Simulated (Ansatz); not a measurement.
Reactions of `CS[SiH2]S`.

Isolated molecules relaxed with PBE0-D4/def2-TZVP in Ansatz; ΔE leaves out vibrations. CCSD(T)/CBS adds triple-zeta CCSD(T) − MP2 to the extrapolated MP2 energy (def2 sets, frozen cores). This one scheme is used for every species. Functionals use def2-TZVPP. def2 core potentials past Kr. For I, Se, Sn, Te outer-core shells are correlated without core-valence functions, which leaves a few kJ/mol of doubt a bond. Scalar relativity is left out up to krypton. Each species was taken in one conformer, which may not be the lowest.

```json
{"reaction": "`CS[SiH2]S` + HI → `CS[SiH2]I` + H₂S", "ωB97M-V (kJ/mol)": "-25"}
{"reaction": "`CS[SiH2]S` → `CSS` + `[SiH2]`", "ωB97M-V (kJ/mol)": "379"}
{"reaction": "`CS[SiH2]S` + `[SiH3]S` → `[SiH3]S[SiH2]S` + CH₃SH", "ωB97M-V (kJ/mol)": "-1"}
{"reaction": "`CS[SiH2]S` + silanol → `CS[SiH2]O[SiH3]` + H₂S", "ωB97M-V (kJ/mol)": "-53"}
{"reaction": "`CS[SiH2]S` + H₂S → `S[SiH2]S` + CH₃SH", "ωB97M-V (kJ/mol)": "8"}
{"reaction": "`CS[SiH2]S` + `[OH][AlH2]` → `[AlH2][O][SiH2]S` + CH₃SH", "ωB97M-V (kJ/mol)": "-56"}
{"reaction": "`CS[SiH2]S` → H₂S + `CS[SiH]`", "ωB97M-V (kJ/mol)": "216"}
{"reaction": "`CS[SiH2]S` + H₂Se → `CS[SiH2][SeH]` + H₂S", "ωB97M-V (kJ/mol)": "1"}
{"reaction": "`CS[SiH2]S` + H₂Te → `S[SiH2][TeH]` + CH₃SH", "ωB97M-V (kJ/mol)": "9"}
{"reaction": "`CS[SiH2]S` + `C[NH][SnH2][OH]` → `C[NH][SnH2][O]C` + `S[SiH2]S`", "ωB97M-V (kJ/mol)": "53"}
```

Problem. Give the CCSD(T)/CBS values in the same order. (Estimate.)

Solution. Ansatz gave: -30, 386, -2, -54, 8, -55, 221, -2, 3, 54 kJ/mol.

Largest T1 diagnostic: 0.016, for `CS[SiH]`.
